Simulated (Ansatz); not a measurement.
Reaction (formal exchange of groups at a Ge–C bond): `F[Si@H]1S[C@@H]1[GeH3]` + `CB(N)F` → `NB(F)[CH2][GeH3]` + `F[SiH]1CS1`

Program: Ansatz. Geometries: PBE0-D4/def2-TZVP. ΔE: electronic, gas phase. CCSD(T)/CBS is the MP2 limit (def2-TZVPP, def2-QZVPP) plus CCSD(T) − MP2 in def2-TZVPP, frozen cores. Functionals use def2-TZVPP. For Ge outer-core shells are correlated without core-valence functions, which leaves a few kJ/mol of doubt a bond. Scalar relativity is left out up to krypton. One conformer a species, not always the lowest.

`F[Si@H]1S[C@@H]1[GeH3]`:

Z-matrix (Å, degrees):
```
Si
S 1 2.062
C 1 1.821 2 58.4
F 1 1.588 2 120.2 3 108.2
H 1 1.471 2 121.3 3 -112.0
Ge 3 1.949 1 123.7 2 -104.9
H 3 1.089 1 116.3 2 102.6
H 6 1.537 3 108.4 1 17.8
H 6 1.537 3 109.8 1 137.5
H 6 1.539 3 109.3 1 -102.0
```

`CB(N)F`:

```xyz
9

C    -1.082    0.414   -0.280
B     0.462    0.152   -0.248
N     1.096   -0.730    0.629
F     1.247    0.814   -1.120
H    -1.289    1.474   -0.103
H    -1.642   -0.167    0.455
H    -1.484    0.186   -1.272
H     2.092   -0.874    0.623
H     0.601   -1.269    1.315
```

`NB(F)[CH2][GeH3]`:

Z-matrix (Å, degrees):
```
C
Ge 1 1.965
B 1 1.561 2 111.3
H 1 1.092 2 106.9 3 -123.7
H 1 1.093 2 106.5 3 120.7
H 2 1.540 1 109.7 3 64.7
H 2 1.537 1 110.6 3 -55.4
H 2 1.540 1 110.1 3 -175.8
F 3 1.347 1 118.7 2 81.7
N 3 1.398 1 124.3 2 -96.5
H 10 1.003 3 123.2 1 -1.8
H 10 1.006 3 122.2 1 177.6
```

`F[SiH]1CS1`:

Cartesian coordinates in Å:
```
F 0.364 1.986 0.737
Si 0.083 0.814 -0.298
C -0.233 -0.866 0.330
S 1.442 -0.716 -0.534
H -0.619 1.400 -1.451
H -0.129 -1.069 1.392
H -0.908 -1.549 -0.176
```

Question: Is it downhill or uphill in electronic energy at CCSD(T)/CBS, and by how much? (An estimate is asked.)

Answer: Ansatz gave: Uphill: ΔE = +4.5 kJ/mol.

Question: What do these levels give: PBE-D4, PBE, PBE0, CCSD(T)/def2-TZVPP, HF/def2-QZVPP, SCS-MP2/def2-QZVPP? (An estimate is asked.)

Answer: Ansatz gave: PBE-D4 3.0, PBE 1.4, PBE0 0.8, CCSD(T)/def2-TZVPP 3.1, HF/def2-QZVPP 0.5, SCS-MP2/def2-QZVPP 5.5 kJ/mol.

Largest T1 diagnostic among the species: 0.012.
